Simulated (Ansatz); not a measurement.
A single point on `N[Si]([SiH3])Cl` radical.

```yaml
crystal:
  periodic: [false, false, false]
  atoms:
    - {symbol: N, position_ang: [-0.942202, 1.392529, 0.660835]}
    - {symbol: Si, position_ang: [-0.346916, -0.195119, 0.944602]}
    - {symbol: Si, position_ang: [0.593094, -1.070551, -1.029418]}
    - {symbol: Cl, position_ang: [1.134880, 0.041608, 2.377659]}
    - {symbol: H, position_ang: [-0.972607, 2.066667, 1.410200]}
    - {symbol: H, position_ang: [-1.676124, 1.546358, -0.013191]}
    - {symbol: H, position_ang: [1.754944, -0.282491, -1.524999]}
    - {symbol: H, position_ang: [1.013880, -2.471714, -0.770469]}
    - {symbol: H, position_ang: [-0.470448, -1.073687, -2.072320]}
basis:
  gaussian: {orbitals: def2-TZVPP}
magnetization: {spin_polarized: true, initial_magnetization: 1}
hamiltonian: {xc: pbe}
correlation: {method: rpa}
```

```sh
$ ansatz run in.yaml --threads 4 --pin off --events-out ev --progress --plain
```

Shortened log:

```
Functional definition: PBE
1312 factors; integrals over basis functions are off by at most 9.9e-4 eV
mean field evaluation 1: about -29826.3823 eV, gradient 5.1e1 eV
mean field evaluation 2: about -29826.3749 eV, gradient 5.1e1 eV
mean field evaluation 4: about -29833.7726 eV, gradient 2.2e1 eV
mean field evaluation 8: about -29836.7183 eV, gradient 3.8e-1 eV
mean field evaluation 16: about -29836.7181 eV, gradient 4.3e-4 eV
mean field -29836.71814197 eV, -1096.4791676633 hartree, gradient 4.1e-6 eV, S^2 0.752911; 0 other end points of the search recorded, 0 dependent functions left out
16 core orbitals not correlated: weight in the atoms' cores, before any rotation towards them, 1.000 or more for the frozen orbitals, at most 0.000 for the correlated occupied ones
reference -29790.26659378 eV, -1094.7721047535 hartree; 13, 12 occupied and 198, 199 virtual orbitals, 1312 factors
Total energy: -29820.33324296 eV, -1095.8770337309 hartree
```

Hardware: 4 threads of a server CPU on a shared host. Wall time 4.3 s, peak host memory 0.57 GiB.
